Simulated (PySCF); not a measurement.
O2Pb2, SMILES [Pb]12[O][Pb]=1[O]2. Atoms are numbered in the order given.

```xyz
4

Pb     0.0000     0.0000     1.6198
Pb     0.0000     0.0000    -1.6198
O      0.0000    -1.3986     0.0000
O      0.0000     1.3986     0.0000
```
Charge 0, spin multiplicity 1.

Geometry: B3LYP-D3(BJ)/def2-SVP. The def2 effective core potentials stand for the cores of Pb; spin–orbit coupling is left out.

The numbers are results of TDA-PBE/def2-SVPD in PySCF 2.14.0, not measurements.

Vertical excitations. Isolated molecule, no solvent. State labels are in the subgroup D2h.

```tsv
state	symmetry	energy (eV)	λ (nm)	f	main pairs
S1	Au	2.53	490	0.000	HOMO→LUMO 100 %
S2	B3g	2.80	443	0.000	HOMO−2→LUMO 100 %
S3	B3u	2.96	418	0.030	HOMO−1→LUMO 99 %
S4	B1g	3.24	383	0.000	HOMO→LUMO+1 100 %
S5	B2g	3.54	350	0.000	HOMO−1→LUMO+1 92 %
S6	Ag	3.81	326	0.000	HOMO→LUMO+2 99 %
S7	B3u	4.05	306	0.008	HOMO−2→LUMO+2 99 %
S8	B2g	4.09	303	0.000	HOMO−4→LUMO 92 %
S9	B3g	4.09	303	0.000	HOMO−1→LUMO+2 99 %
S10	B2u	4.21	294	0.001	HOMO−2→LUMO+1 77 %, HOMO→LUMO+3 13 %
T1	Au	2.51	494	0	HOMO→LUMO 100 %
T2	B3u	2.62	474	0	HOMO−1→LUMO 99 %
T3	B3g	2.76	449	0	HOMO−2→LUMO 100 %
T4	B1g	2.93	423	0	HOMO→LUMO+1 100 %
```
Triplets are in the Tamm–Dancoff approximation.
